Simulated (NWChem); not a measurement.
Species: GeSiH₄, singlet; SMILES [SiH3][GeH]

```xyz
6

Ge    -0.0404     0.8697     0.0000
H      1.5564     0.8117     0.0000
Si    -0.0217    -1.5897     0.0000
H      0.7117    -2.0852     1.2126
H      0.7117    -2.0852    -1.2126
H     -1.3821    -2.2145     0.0000
```
Atoms are numbered in this order, from 1.

Results from NWChem. Low-valent species are run as closed-shell singlets; no triplet was tried in these runs. The geometry was optimised at PBE0/def2-SVP. Ions are spin-unrestricted doublets at the neutral geometry; other ion states weren't tried.

For level B3LYP/def2-SVP:

```yaml
"−ε(HOMO) (eV)": 6.45
```

Question: Estimate the same quantities for level LDA (Slater exchange, VWN5)/def2-SVP.

Answer: 
- −ε(HOMO) (eV): 5.79
